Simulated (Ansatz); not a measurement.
Geometry optimisation, RKS PBE-D4/def2-SVPD (Ansatz).

Input:

```yaml
crystal:
  periodic: [false, false, false]
  atoms:
    - { symbol: B, position_ang: [0.021077, -0.165327, 0.312296] }
    - { symbol: "N", position_ang: [0.035026, -0.268951, 1.780835] }
    - { symbol: H, position_ang: [-0.805794, -0.503502, 2.300642] }
    - { symbol: H, position_ang: [0.908726, -0.306859, 2.297787] }
    - { symbol: F, position_ang: [1.162217, 0.010087, -0.37245] }
    - { symbol: F, position_ang: [-1.131018, -0.256456, -0.370347] }
    - { symbol: H, position_ang: [-0.296634, 2.209952, 0.354068] }
    - { symbol: H, position_ang: [-0.2334, 1.836556, 0.96757] }
basis:
  gaussian: { orbitals: def2-SVPD }
hamiltonian:
  xc: pbe
  dispersion: d4
relax:
  f_tol: 0.03
  max_steps: 50
```

Command:

```bash
$ ansatz run input.yaml --threads 4 --pin off --max-ram 5120MiB --backend cpu --events-out ev --progress --plain --runs-dir out
```

**Question.** Where does it end, and by what steps?

**Answer.** It converged. The force dipped under the threshold on the way, but the program's further checks kept it going. After 11 steps the energy has fallen by 0.272 eV; H8 moved furthest, 0.69 Å.

```
step  energy less start (eV)  largest force component (eV/Å)  accepted
   0                  0.0000                           2.208       yes
   1                 -0.2067                           1.177       yes
   2                 -0.2590                           0.251       yes
   3                 -0.2680                           0.204       yes
   4                 -0.2694                           0.090       yes
   5                 -0.2699                           0.049       yes
   6                 -0.2710                           0.011       yes
   7                 -0.1506                           2.237        no
   8                 -0.2713                           0.031       yes
   9                 -0.2715                           0.158       yes
  10                 -0.2720                           0.067       yes
  11                 -0.2723                           0.012       yes
```

```xyz
8
Properties=species:S:1:pos:R:3
B 0.039 -0.324 0.400
N 0.069 -0.552 1.782
H -0.771 -0.746 2.321
H 0.931 -0.536 2.319
F 1.169 -0.074 -0.292
F -1.119 -0.357 -0.289
H -0.349 2.627 0.135
H -0.309 2.518 0.893
```

Time of the run: 11 s on 4 threads of Arm Neoverse V1 (shared host), peak memory 0.14 GiB.
